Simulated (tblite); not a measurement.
Record of a relaxation.

Species: C4H6AlBr.
SMILES with atom numbers: `[CH2:1]=[CH:2][Al:3]([Br:4])[CH:5]=[CH2:6]` (hydrogens: H7, H8 on C1; H9 on C2; H10 on C5; H11, H12 on C6)

Computed with GFN2-xTB (tblite), gas phase: L-BFGS steps from a force-field or distance-geometry start until the largest atomic force falls under 0.01 eV/Å. 13 of its 57 geometries are shown.

Step 0: E = -455.2831 eV, largest atomic force 1.273 eV/Å
```
atom  x, y, z in Å  |  force x, y, z in eV/Å
C1     -2.460   -0.115    0.256   -0.507   0.524   0.135
C2     -1.702    0.970    0.392    0.947  -0.175  -0.061
Al3     0.269    0.876    0.160    0.382   0.934   0.112
Br4     1.569    2.847    0.422   -0.680  -1.067  -0.136
C5      1.126   -0.833   -0.307   -0.182   0.417   0.090
C6      2.441   -0.921   -0.489    0.003  -0.343  -0.024
H7     -3.541   -0.030    0.394    0.265  -0.391  -0.088
H8     -2.036   -1.071    0.003   -0.137  -0.076  -0.016
H9     -2.139    1.917    0.661   -0.497   0.327   0.085
H10     0.501   -1.713   -0.429    0.123  -0.182  -0.038
H11     3.082   -0.052   -0.373    0.025  -0.221  -0.056
H12     2.892   -1.876   -0.743    0.257   0.252  -0.003
```

Step 5: E = -455.4070 eV, largest atomic force 0.236 eV/Å
```
atom  x, y, z in Å  |  force x, y, z in eV/Å
C1     -2.453   -0.087    0.259   -0.123   0.035   0.028
C2     -1.673    0.985    0.400    0.050  -0.011   0.005
Al3     0.282    0.906    0.161   -0.127  -0.098  -0.014
Br4     1.527    2.780    0.413   -0.012  -0.056  -0.008
C5      1.117   -0.812   -0.304    0.125  -0.014  -0.023
C6      2.433   -0.929   -0.486    0.031  -0.029  -0.011
H7     -3.530   -0.055    0.390    0.082   0.009  -0.008
H8     -2.057   -1.058    0.006    0.066  -0.008  -0.016
H9     -2.165    1.920    0.660   -0.148   0.178   0.047
H10     0.516   -1.711   -0.429   -0.038  -0.052  -0.002
H11     3.088   -0.075   -0.379    0.076   0.016  -0.003
H12     2.917   -1.863   -0.746    0.018   0.030   0.004
```

Step 9: E = -455.4186 eV, largest atomic force 0.139 eV/Å
```
atom  x, y, z in Å  |  force x, y, z in eV/Å
C1     -2.452   -0.073    0.263   -0.028  -0.063  -0.010
C2     -1.690    1.010    0.413   -0.087   0.104   0.001
Al3     0.254    0.879    0.155    0.057   0.057   0.019
Br4     1.513    2.745    0.408    0.005  -0.029  -0.009
C5      1.132   -0.820   -0.309   -0.042  -0.022   0.005
C6      2.449   -0.930   -0.488    0.010   0.011  -0.009
H7     -3.524   -0.057    0.389   -0.138   0.006   0.013
H8     -2.047   -1.045    0.006    0.069   0.109   0.026
H9     -2.200    1.947    0.667    0.029  -0.086  -0.002
H10     0.520   -1.716   -0.429    0.108  -0.037  -0.027
H11     3.111   -0.080   -0.382   -0.023   0.019   0.004
H12     2.935   -1.860   -0.747    0.040  -0.068  -0.011
```

Step 14: E = -455.4247 eV, largest atomic force 0.053 eV/Å
```
atom  x, y, z in Å  |  force x, y, z in eV/Å
C1     -2.466   -0.063    0.267   -0.010   0.018  -0.003
C2     -1.709    1.025    0.414    0.018   0.001   0.004
Al3     0.243    0.870    0.156   -0.012  -0.010  -0.003
Br4     1.512    2.726    0.405    0.026   0.006  -0.001
C5      1.140   -0.826   -0.312    0.007  -0.020  -0.004
C6      2.458   -0.933   -0.491   -0.003   0.010   0.011
H7     -3.543   -0.060    0.390    0.028  -0.025  -0.005
H8     -2.026   -1.017    0.011   -0.043  -0.025   0.001
H9     -2.220    1.955    0.673   -0.004   0.045   0.008
H10     0.547   -1.734   -0.436    0.016  -0.048  -0.015
H11     3.116   -0.079   -0.383   -0.005   0.011  -0.002
H12     2.949   -1.864   -0.748   -0.018   0.037   0.009
```

Step 19: E = -455.4260 eV, largest atomic force 0.035 eV/Å
```
atom  x, y, z in Å  |  force x, y, z in eV/Å
C1     -2.469   -0.058    0.267    0.001  -0.008   0.008
C2     -1.713    1.032    0.416    0.004  -0.011  -0.002
Al3     0.240    0.866    0.155   -0.002  -0.015  -0.004
Br4     1.519    2.720    0.403    0.001  -0.032  -0.006
C5      1.139   -0.834   -0.313   -0.010  -0.001  -0.001
C6      2.458   -0.929   -0.488   -0.006   0.009  -0.004
H7     -3.544   -0.066    0.389   -0.006   0.034   0.006
H8     -2.033   -1.014    0.013    0.008   0.006  -0.004
H9     -2.223    1.964    0.676    0.015  -0.018  -0.008
H10     0.561   -1.750   -0.442   -0.001   0.003   0.003
H11     3.115   -0.074   -0.383   -0.022   0.020   0.010
H12     2.951   -1.858   -0.747    0.019   0.011   0.003
```

Step 23: E = -455.4277 eV, largest atomic force 0.104 eV/Å
```
atom  x, y, z in Å  |  force x, y, z in eV/Å
C1     -2.473   -0.056    0.271   -0.076   0.049  -0.007
C2     -1.714    1.031    0.416    0.089  -0.051  -0.019
Al3     0.238    0.854    0.152   -0.056  -0.059  -0.005
Br4     1.532    2.693    0.396    0.029   0.017   0.000
C5      1.131   -0.847   -0.315    0.078  -0.002  -0.017
C6      2.454   -0.916   -0.487    0.015  -0.035   0.006
H7     -3.550   -0.051    0.393    0.061  -0.014  -0.001
H8     -2.039   -1.012    0.012   -0.017  -0.001   0.012
H9     -2.213    1.967    0.674   -0.040   0.029   0.014
H10     0.577   -1.776   -0.449   -0.041   0.010   0.009
H11     3.096   -0.049   -0.376   -0.047  -0.029  -0.004
H12     2.963   -1.840   -0.742    0.005   0.085   0.011
```

Step 28: E = -455.4302 eV, largest atomic force 0.069 eV/Å
```
atom  x, y, z in Å  |  force x, y, z in eV/Å
C1     -2.482   -0.045    0.272    0.023  -0.019   0.002
C2     -1.711    1.034    0.417   -0.048   0.025  -0.001
Al3     0.230    0.826    0.146    0.035   0.029   0.003
Br4     1.552    2.650    0.386   -0.001  -0.003  -0.001
C5      1.130   -0.869   -0.323   -0.033  -0.007   0.011
C6      2.454   -0.902   -0.482    0.000   0.002  -0.006
H7     -3.556   -0.035    0.399   -0.042   0.006   0.001
H8     -2.056   -1.006    0.016   -0.015  -0.001   0.003
H9     -2.207    1.974    0.675    0.020  -0.017   0.001
H10     0.591   -1.807   -0.457   -0.005   0.004  -0.003
H11     3.065   -0.016   -0.366    0.009   0.020   0.004
H12     2.993   -1.804   -0.737    0.056  -0.039  -0.012
```

Step 33: E = -455.4307 eV, largest atomic force 0.015 eV/Å
```
atom  x, y, z in Å  |  force x, y, z in eV/Å
C1     -2.485   -0.045    0.273   -0.013   0.005   0.000
C2     -1.712    1.033    0.415    0.010  -0.009   0.002
Al3     0.232    0.826    0.146   -0.005  -0.008  -0.002
Br4     1.558    2.647    0.384    0.000   0.003   0.000
C5      1.129   -0.873   -0.322    0.015   0.002  -0.003
C6      2.454   -0.902   -0.483    0.006  -0.002   0.002
H7     -3.560   -0.032    0.400    0.000   0.003   0.002
H8     -2.063   -1.007    0.017   -0.012  -0.003   0.000
H9     -2.203    1.974    0.676   -0.003   0.004  -0.002
H10     0.590   -1.811   -0.459    0.003   0.002   0.001
H11     3.058   -0.010   -0.364    0.006  -0.007  -0.001
H12     3.004   -1.800   -0.737   -0.006   0.009   0.000
```

Step 37: E = -455.4309 eV, largest atomic force 0.032 eV/Å
```
atom  x, y, z in Å  |  force x, y, z in eV/Å
C1     -2.490   -0.043    0.275    0.012  -0.006  -0.013
C2     -1.713    1.032    0.416   -0.021   0.008   0.001
Al3     0.231    0.822    0.144    0.018   0.007   0.004
Br4     1.559    2.642    0.383   -0.014  -0.010  -0.002
C5      1.133   -0.875   -0.323   -0.018   0.002  -0.001
C6      2.457   -0.901   -0.483    0.004   0.011   0.005
H7     -3.565   -0.027    0.402   -0.019   0.013   0.008
H8     -2.072   -1.007    0.017   -0.006   0.005   0.007
H9     -2.202    1.975    0.675    0.015  -0.020  -0.003
H10     0.594   -1.813   -0.460    0.011   0.001   0.000
H11     3.059   -0.009   -0.363    0.016   0.021   0.003
H12     3.011   -1.795   -0.738    0.002  -0.031  -0.008
```

Step 42: E = -455.4317 eV, largest atomic force 0.031 eV/Å
```
atom  x, y, z in Å  |  force x, y, z in eV/Å
C1     -2.517   -0.041    0.278   -0.005   0.007  -0.004
C2     -1.715    1.017    0.415    0.014   0.002  -0.028
Al3     0.232    0.812    0.143   -0.016  -0.013   0.010
Br4     1.556    2.635    0.380   -0.017   0.008   0.002
C5      1.150   -0.875   -0.324    0.017  -0.001   0.000
C6      2.475   -0.896   -0.483    0.002  -0.008  -0.008
H7     -3.591    0.002    0.412    0.018   0.005  -0.004
H8     -2.122   -1.014    0.020   -0.003  -0.012   0.012
H9     -2.187    1.970    0.669    0.002   0.013   0.021
H10     0.616   -1.816   -0.462    0.004  -0.001  -0.006
H11     3.077   -0.004   -0.361   -0.013  -0.009  -0.004
H12     3.028   -1.791   -0.743   -0.003   0.010   0.010
```

Step 47: E = -455.4320 eV, largest atomic force 0.021 eV/Å
```
atom  x, y, z in Å  |  force x, y, z in eV/Å
C1     -2.528   -0.037    0.279    0.007  -0.001   0.004
C2     -1.716    1.013    0.410   -0.005   0.002   0.011
Al3     0.230    0.802    0.143    0.008   0.005  -0.006
Br4     1.550    2.629    0.379   -0.019   0.007   0.006
C5      1.159   -0.879   -0.324   -0.012  -0.009   0.000
C6      2.484   -0.894   -0.484   -0.002   0.001   0.003
H7     -3.600    0.018    0.416   -0.005   0.005   0.000
H8     -2.147   -1.017    0.024    0.004   0.010  -0.002
H9     -2.179    1.970    0.672    0.011  -0.007  -0.008
H10     0.629   -1.822   -0.466   -0.002  -0.011  -0.003
H11     3.081    0.001   -0.360    0.004   0.008  -0.001
H12     3.040   -1.785   -0.743    0.011  -0.011  -0.002
```

Step 51: E = -455.4324 eV, largest atomic force 0.031 eV/Å
```
atom  x, y, z in Å  |  force x, y, z in eV/Å
C1     -2.542   -0.032    0.282    0.003   0.003  -0.005
C2     -1.714    1.007    0.409    0.002  -0.001   0.012
Al3     0.232    0.788    0.138   -0.025   0.014   0.011
Br4     1.528    2.631    0.382   -0.004   0.004   0.001
C5      1.168   -0.889   -0.326    0.001   0.007  -0.020
C6      2.493   -0.893   -0.484    0.008  -0.008  -0.009
H7     -3.613    0.041    0.421    0.011  -0.004   0.003
H8     -2.175   -1.017    0.029   -0.006   0.002  -0.003
H9     -2.163    1.970    0.671    0.009   0.001  -0.010
H10     0.644   -1.835   -0.473    0.004  -0.008   0.012
H11     3.085    0.006   -0.361   -0.012   0.010   0.013
H12     3.058   -1.779   -0.742    0.009  -0.020  -0.005
```

Step 56: E = -455.4326 eV, largest atomic force 0.009 eV/Å
```
atom  x, y, z in Å  |  force x, y, z in eV/Å
C1     -2.547   -0.029    0.283    0.001  -0.002   0.002
C2     -1.713    1.003    0.410   -0.003   0.003  -0.002
Al3     0.231    0.783    0.138    0.009  -0.003   0.000
Br4     1.516    2.633    0.383   -0.001  -0.001   0.000
C5      1.173   -0.892   -0.330   -0.002  -0.001  -0.002
C6      2.498   -0.894   -0.485   -0.002   0.002  -0.002
H7     -3.618    0.051    0.423   -0.004   0.000   0.000
H8     -2.189   -1.017    0.030    0.001   0.000  -0.001
H9     -2.154    1.971    0.669    0.001   0.001   0.001
H10     0.652   -1.839   -0.474    0.001   0.002   0.002
H11     3.086    0.009   -0.360    0.001  -0.001   0.001
H12     3.066   -1.779   -0.743   -0.001   0.000   0.002
```

**Question.** Summarise the path.

**Answer.** The energy falls by 3.45 kcal/mol from step 0 to step 56; nine tenths of that is first reached at step 9. It falls at every step. The largest force goes from 1.273 to 0.009 eV/Å. Among the bonds Al3–Br4 changes most, from 2.375 to 2.266 Å; the atoms move by 0.134 Å rms after alignment.

The cost below is that of the whole relaxation. The run took 0.57 s wall on Arm Neoverse N1, one thread (shared host).
